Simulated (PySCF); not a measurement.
C₂H₇FSi₂, SMILES F[SiH2]/C=C\[SiH3]. The structure is a stationary point at PBE0-D3(BJ)/def2-SVP. The structure was generated by enumeration; whether it is a known compound was not checked. The values are those of a single conformer.

Computed equilibrium geometry at PBE0-D3(BJ)/def2-SVP (PySCF confirms it by a frequency run) as Cartesian coordinates in Å, and its point group (one conformer of several):
point group Cs.
```xyz
12

F      1.4002    -0.9127     0.0000
Si    -0.0315    -1.6986     0.0000
C     -1.3787    -0.4184     0.0000
C     -1.2082     0.9165     0.0000
Si     0.4022     1.9102     0.0000
H     -0.0892    -2.5552    -1.2180
H     -0.0892    -2.5552     1.2180
H     -2.4098    -0.8052     0.0000
H     -2.1207     1.5311     0.0000
H      1.2155     1.6471    -1.2225
H      0.0069     3.3521     0.0000
H      1.2155     1.6471     1.2225
```
